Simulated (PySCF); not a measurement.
Correlation energy of Sb²⁺ (antimony, charge +2)

[Kr] 4d10 5s2 5p1, 2P determinant. Calculation: PySCF 2.14, in def2-SVP with the def2 core potential (28 electrons) (4s4p2d, 26 functions); scalar relativity through the core potential. Frozen: 4s2 4p6 4d10; 3 electrons correlated.

MP2 pair energies summed by pair of shells (mhartree):

```tsv
pair	energy	share (%)
5s-5s	-16.09	58.6
5s-5p	-11.39	41.4
```

Total MP2 correlation energy: -27.47 mhartree.

Same-spin part -1.80 and opposite-spin part -25.67 mhartree; SCS-MP2 scales them by 1/3 and 6/5 to -31.41 mhartree.

```csv
level,correlation energy (mhartree)
CCSD,-40.65
(T),-0.32
CCSD(T),-40.97
```

Diagnostics: T1 = 0.0079, D1 = 0.0192, largest double amplitude 0.097.

Cost of the coupled-cluster step: 0.1 s of wall time on 1 thread of Neoverse-V2 (shared host), for 3 correlated electrons.

Iterations:

```
CC2 = 0
CCSD nocc = (np.int64(2), np.int64(1)), nmo = (17, 17)
frozen orbitals [[0, 1, 2, 3, 4, 5, 6, 7, 8], [0, 1, 2, 3, 4, 5, 6, 7, 8]]
max_cycle = 100
direct = 0
conv_tol = 1e-08
conv_tol_normt = 1e-06
diis_space = 8
diis_start_cycle = 0
Init t2, MP2 energy = -0.0274733879325614
Init E_corr(UCCSD) = -0.027473387941098
cycle = 1  E_corr(UCCSD) = -0.0360713185884374  dE = -0.00859793065  norm(t1,t2) = 0.0462756
cycle = 2  E_corr(UCCSD) = -0.0389350174055805  dE = -0.00286369882  norm(t1,t2) = 0.0178316
cycle = 3  E_corr(UCCSD) = -0.0406603717532897  dE = -0.00172535435  norm(t1,t2) = 0.00740954
cycle = 4  E_corr(UCCSD) = -0.0406473152672119  dE = 1.30564861e-05  norm(t1,t2) = 0.000777465
cycle = 5  E_corr(UCCSD) = -0.0406553965584735  dE = -8.08129126e-06  norm(t1,t2) = 7.10943e-05
cycle = 6  E_corr(UCCSD) = -0.0406532302508346  dE = 2.16630764e-06  norm(t1,t2) = 1.06024e-05
cycle = 7  E_corr(UCCSD) = -0.0406541968095283  dE = -9.66558694e-07  norm(t1,t2) = 3.08612e-06
cycle = 8  E_corr(UCCSD) = -0.0406539185796497  dE = 2.78229879e-07  norm(t1,t2) = 9.50569e-07
cycle = 9  E_corr(UCCSD) = -0.0406539320834381  dE = -1.35037884e-08  norm(t1,t2) = 1.52232e-07
cycle = 10  E_corr(UCCSD) = -0.0406539551646867  dE = -2.30812486e-08  norm(t1,t2) = 9.53986e-08
cycle = 11  E_corr(UCCSD) = -0.0406539550786262  dE = 8.60604435e-11  norm(t1,t2) = 3.08678e-08
UCCSD converged
E(UCCSD) = -238.4103159273097  E_corr = -0.04065395507862622
UCCSD(T) correction = -0.000320122223975896
```
